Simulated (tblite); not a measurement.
A tight-binding relaxation on `FC(F)(F)[O][GaH-]1[Cl+][GaH2-][Cl+]1`.

Computed with GFN2-xTB geometry optimisation, gas phase (tblite 0.8.0). Start geometry: from a force field or distance geometry. A driver script takes a list of jobs; this job's settings line and coordinates (Å) are shown.

Command:
```bash
OMP_NUM_THREADS=1 python probes_run.py task.json out
```

Input:
```
{"job": {"kind": "relax", "xc": "GFN2-xTB", "basis": "xTB"}, "charge": 0, "multiplicity": 1}
F      1.635200    -0.435400     1.413400
C      2.105900     0.369000     0.377200
F      2.861100     1.395000     0.941000
F      2.885400    -0.363100    -0.485100
O      0.980800     0.850800    -0.294200
Ga     0.074200    -0.598500    -0.925900
Cl    -1.121500    -1.420100     0.754900
Ga    -2.487800     0.274900     0.313000
Cl    -1.897200    -0.097000    -1.803500
H      0.888400    -1.683600    -1.743900
H     -1.898400     1.684100     0.774200
H     -4.025000     0.023100     0.652900
```

Task: Estimate the output.

Result: 
```
step      E/eV     max force
  0    -915.64236    3.491
  1    -916.09760    1.482
  2    -916.22679    1.964
  3    -916.27513    0.750
  4    -916.31192    0.407
  5    -916.32802    0.419
  6    -916.35341    0.495
  7    -916.38091    0.486
  8    -916.41002    0.459
  9    -916.43326    0.372
... (78 lines left out)
 88    -916.74992    0.036
 89    -916.75012    0.034
 90    -916.75031    0.040
 91    -916.75050    0.040
 92    -916.75072    0.047
 93    -916.75098    0.048
 94    -916.75134    0.040
 95    -916.75156    0.032
 96    -916.75165    0.017
 97    -916.75167    0.010
```

«max force» is the largest atomic force in eV/Å.

Task: From which step on does the largest force stay under 0.1 eV/Å, and how much energy is left to gain from there?

Result: From step 73 (0.090 eV/Å), 12.2 meV above the end.

Main results: energy lowered by 25.6 kcal/mol over 97 steps; largest atomic force 0.010 eV/Å at the end.

On Arm Neoverse V2, one thread (shared host), this took 0.74 s.
Labels such as C1 count atoms from 1, the log's own numbers from 0.
